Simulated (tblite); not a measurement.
Start geometry of `O[Si@@H]([SiH3])[Si@H](F)[SiH3]` from a force field or distance geometry (Å):
```
atom  x, y, z in Å
O1    -1.312    1.226   -1.810
Si2   -1.151    0.824   -0.172
Si3   -1.466   -1.374    0.036
Si4    0.954    1.220    0.505
F5     1.640    2.432   -0.393
Si6    2.048   -0.732    0.278
H7    -1.565    2.187   -1.900
H8    -2.065    1.561    0.699
H9    -2.627   -1.579    0.926
H10   -1.845   -1.916   -1.284
H11   -0.287   -2.091    0.534
H12    0.900    1.632    1.922
H13    1.665   -1.308   -1.005
H14    3.499   -0.504    0.249
H15    1.608   -1.569    1.393
```

Task: What comes out of this run: GFN2-xTB geometry optimisation, gas phase (tblite)?

Result: 
```
atom  x, y, z in Å
O1    -1.4557    1.2009   -1.5929
Si2   -1.2693    0.7461   -0.0316
Si3   -2.0390   -1.4272   -0.0676
Si4    0.9595    1.1073    0.5548
F5     1.4279    2.3161   -0.4515
Si6    2.5259   -0.5723    0.2955
H7    -1.1374    2.0357   -1.9274
H8    -2.1281    1.6435    0.7765
H9    -3.2428   -1.5950    0.7516
H10   -2.3693   -1.9460   -1.3950
H11   -1.0316   -2.3345    0.5015
H12    1.1152    1.8212    1.8304
H13    2.3020   -1.3408   -0.9342
H14    3.9232   -0.1319    0.2549
H15    2.4151   -1.5152    1.4130
```

The energy falls by 18.0 kcal/mol over 63 L-BFGS steps, the largest force on an atom goes from 2.28 to 0.010 eV/Å, and the atoms move by 0.503 Å rms after alignment. The bond that changes most is Si2–Si4 (oxygen-bound silicon to fluorine-bound silicon), which lengthens by 0.087 Å. Bonds longer at the end by more than 0.005 Å: 5 of 14; shorter: 6. Among the angles that change most is Si2–Si4–Si6, from 105.8° to 120.5°. Among the dihedrals that turn most is H7–O1–Si2–Si4, from -89° to -49°. Rotational constants go from 1641, 1158, 780.8 to 1773, 893.1, 666.5 MHz. The orientation of the end geometry is arbitrary; only internal coordinates are fixed.

Its lowest GFN2-xTB frequency is 18i cm⁻¹, too small to tell a flat minimum from a shallow saddle. One conformer, not necessarily the lowest. 3 starts were optimised and ended at 0.00, 0.36 and 0.39 kcal/mol (GFN2-xTB); the lowest of these is shown.

These are computed values.
